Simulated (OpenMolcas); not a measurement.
## Mo III: effect of the basis set

| Property | Result |
| --- | --- |
| Program | OpenMolcas |
| Method | CASSCF |
| Active space | 4 electrons in 5 orbitals (4d) |
| State averaging | 2S+1 = 5 even, 5 roots; 2S+1 = 3 even, 45 roots; 2S+1 = 1 even, 50 roots |
| Spin-orbit coupling | state interaction with AMFI integrals over the reference wave functions, term energies averaged over their components |

A. ANO-R1 [6s4p3d1f], X2C, finite nucleus; cost roughly 21 core-seconds
B. ANO-RCC-VDZP [6s5p3d1f], DKH2, point nucleus; cost of the order of 30 core-seconds
C. ANO-R2 [7s5p4d2f1g], X2C, finite nucleus; cost of the order of 40 core-seconds
D. ANO-RCC-VTZP [7s6p4d2f1g], DKH2, point nucleus; cost of the order of 27 core-seconds
E. ANO-R3 [8s6p5d3f2g1h], X2C, finite nucleus; cost roughly 22 core-seconds
F. ANO-RCC-VQZP [8s7p5d3f2g1h], DKH2, point nucleus; cost of the order of 50 core-seconds

Energies in eV above 4d4 5D0, the measured ground level; measured values from Sugar and Musgrove, J. Phys. Chem. Ref. Data 17, 155 (1988).

| Level | A | B | C | D | E | F | Measured |
| --- | --- | --- | --- | --- | --- | --- | --- |
| 4d4 5D0 | 0.0000 | 0.0000 | 0.0000 | 0.0000 | 0.0000 | 0.0000 | 0.0000 |
| 4d4 5D1 | 0.0277 | 0.0286 | 0.0273 | 0.0269 | 0.0267 | 0.0271 | 0.0300 |
| 4d4 5D2 | 0.0787 | 0.0810 | 0.0776 | 0.0766 | 0.0759 | 0.0771 | 0.0829 |
| 4d4 5D3 | 0.1477 | 0.1515 | 0.1457 | 0.1439 | 0.1427 | 0.1449 | 0.1518 |
| 4d4 5D4 | 0.2303 | 0.2357 | 0.2273 | 0.2249 | 0.2231 | 0.2262 | 0.2321 |
| 4d4 3H4 | 1.9363 | 1.9058 | 1.9395 | 1.9628 | 1.9600 | 1.9565 | 1.5721 |
| 4d4 3P0(1) | 1.9819 | 1.9438 | 1.9871 | 2.0146 | 2.0117 | 2.0054 | 1.3823 |
| 4d4 3H5 | 1.9979 | 1.9693 | 2.0002 | 2.0227 | 2.0196 | 2.0172 | 1.6460 |
| 4d4 3H6 | 2.0575 | 2.0302 | 2.0593 | 2.0813 | 2.0778 | 2.0763 | 1.7124 |
| 4d4 3P1(1) | 2.1364 | 2.1020 | 2.1400 | 2.1660 | 2.1625 | 2.1586 | 1.5511 |
| 4d4 3F3(1) | 2.2440 | 2.2091 | 2.2475 | 2.2734 | 2.2700 | 2.2662 | 1.7294 |
| 4d4 3F2(1) | 2.2548 | 2.2209 | 2.2580 | 2.2836 | 2.2799 | 2.2767 | 1.7269 |
| 4d4 3F4(1) | 2.2744 | 2.2410 | 2.2773 | 2.3026 | 2.2989 | 2.2959 | 1.7725 |
| 4d4 3P2(1) | 2.3743 | 2.3439 | 2.3759 | 2.4005 | 2.3959 | 2.3950 | 1.7801 |
| 4d4 3G3 | 2.4775 | 2.4442 | 2.4798 | 2.5051 | 2.5010 | 2.4989 | 1.9678 |
| 4d4 3G4 | 2.5280 | 2.4946 | 2.5301 | 2.5555 | 2.5513 | 2.5494 | 2.0188 |
| 4d4 3G5 | 2.5658 | 2.5336 | 2.5675 | 2.5923 | 2.5880 | 2.5867 | 2.0723 |
| 4d4 1I6 | 2.9700 | 2.9271 | 2.9737 | 3.0062 | 3.0011 | 2.9977 | 2.5157 |
| 4d4 3D3 | 3.1247 | 3.0800 | 3.1283 | 3.1593 | 3.1547 | 3.1506 | 2.4162 |
| 4d4 3D2 | 3.1433 | 3.0989 | 3.1467 | 3.1777 | 3.1730 | 3.1691 | 2.4272 |
| 4d4 1G4(1) | 3.1739 | 3.1295 | 3.1773 | 3.2111 | 3.2051 | 3.2023 | 2.5555 |
| 4d4 3D1 | 3.1747 | 3.1316 | 3.1777 | 3.2082 | 3.2033 | 3.2001 |  |
| 4d4 1S0(1) | 3.6314 | 3.5773 | 3.6358 | 3.6743 | 3.6674 | 3.6629 | 2.8504 |
| 4d4 1D2(1) | 3.8362 | 3.7802 | 3.8406 | 3.8792 | 3.8725 | 3.8678 | 2.8276 |

Deviations, from unrounded energies. A percentage is the sum of absolute deviations over the sum of measured energies, with the sign that they share, or ± where signs differ.

```tsv
Against measurement	Levels	A	B	C	D	E	F
mean absolute deviation (cm-1)	22	3700	3500	3800	3900	3900	3900
fine structure of the ground term (%)	4	-2.5	±1.4	-3.8	-4.9	-5.7	-4.3
other terms of the ground configuration (%)	18	+27.9	+26.0	+28.0	+29.4	+29.2	+29.0
```

B lies closest to measurement on these levels and D furthest from it. The largest miss of B in the table is 4d4 1D2(1), by +7700 cm-1. The ranking rests on the paired levels alone, and a cruder setting can come out closer through cancelling errors.

Among A to F the level of the table that moves most is 4d4 1D2(1), by 800 cm-1 (lowest in B, highest in D).

Levels of configurations with an s electron are missing; early in the row they begin among the upper levels of the d shell and mix with terms of their name. Without dynamic correlation excited terms often stand tens of per cent too high (terms of higher spin than the ground term too low), and those without a measured partner can miss by more than the paired ones. Some levels mix across a computed gap that differs much from the measured one, so their mixing is not that of the real levels. Computed and measured levels are paired by configuration, term and J; levels that our copy of the source lacks, or whose pairing is in doubt (as where it misses far off the trend of its configuration), stay unpaired and out of the deviations. Levels of configurations outside the active space are missing. The table leaves out levels that lie high or whose names do not pair safely across all columns.

A number in round brackets counts repeated terms of one configuration in the order of the reference energies.
